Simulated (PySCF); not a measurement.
GeH3O3, SMILES [OH][Ge]([OH])[OH], multiplicity 2.

Geometry optimised at B3LYP-D3(BJ)/def2-SVP. The isomer is the one that the SMILES or the coordinates give; other isomers of the formula were not compared. Other conformers were not sampled.

Computed with TDA-CAM-B3LYP/def2-SVPD run with PySCF.

Vertical excitations; the highest root listed may be one member of a degenerate set. Isolated molecule, no solvent.

```json
[
 {"state": "root 1", "energy (eV)": "4.17", "λ (nm)": "297", "f": "0.005", "main pairs": "β HOMO→LUMO (degenerate set)"},
 {"state": "root 2", "energy (eV)": "4.17", "λ (nm)": "297", "f": "0.005", "main pairs": "β HOMO−1→LUMO (degenerate set)"},
 {"state": "root 3", "energy (eV)": "4.95", "λ (nm)": "251", "f": "0.013", "main pairs": "β HOMO−2→LUMO 93 %"},
 {"state": "root 4", "energy (eV)": "5.30", "λ (nm)": "234", "f": "0.012", "main pairs": "α HOMO→LUMO+2, β HOMO−3→LUMO (degenerate set)"},
 {"state": "root 5", "energy (eV)": "5.30", "λ (nm)": "234", "f": "0.012", "main pairs": "α HOMO→LUMO+1, β HOMO−4→LUMO (degenerate set)"},
 {"state": "root 6", "energy (eV)": "5.83", "λ (nm)": "213", "f": "0.152", "main pairs": "α HOMO→LUMO+2, α HOMO→LUMO+1 (degenerate set)"},
 {"state": "root 7", "energy (eV)": "5.83", "λ (nm)": "213", "f": "0.152", "main pairs": "α HOMO→LUMO+1, α HOMO→LUMO+2 (degenerate set)"},
 {"state": "root 8", "energy (eV)": "5.87", "λ (nm)": "211", "f": "0.000", "main pairs": "α HOMO→LUMO 77 %, β HOMO−5→LUMO 16 %"},
 {"state": "root 9", "energy (eV)": "6.57", "λ (nm)": "189", "f": "0.069", "main pairs": "α HOMO→LUMO 17 %, β HOMO−5→LUMO 76 %"},
 {"state": "root 10", "energy (eV)": "6.86", "λ (nm)": "181", "f": "0.150", "main pairs": "α HOMO→LUMO+3 94 %"}
]
```
Unrestricted roots are not spin-pure.
